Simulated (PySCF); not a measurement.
C2H4BBrO, SMILES C=CB(O)Br.

The structure is a stationary point at B3LYP-D3(BJ)/def2-SVP. This is a generated structure with no PubChem entry under its InChIKey; it may be hypothetical. One conformer was computed; it need not be the lowest.

The numbers are results of CAM-B3LYP/def2-TZVP (PySCF), not measurements.

Isolated molecule, no solvent.

Computed frontier levels, gap, dipole moment and polarisability:
highest occupied level: -9.46 eV
lowest empty level: -0.39 eV
orbital gap: 9.07 eV
dipole moment: 1.11 D
quadrupole, principal values (traceless, Buckingham form, about the centre of nuclear charge): -4.62, -2.44, 7.06 D·Å
mean static polarisability: 61.5 bohr³ (9.11 Å³)
polarisability, principal values: 41.3, 55.8, 87.4 bohr³
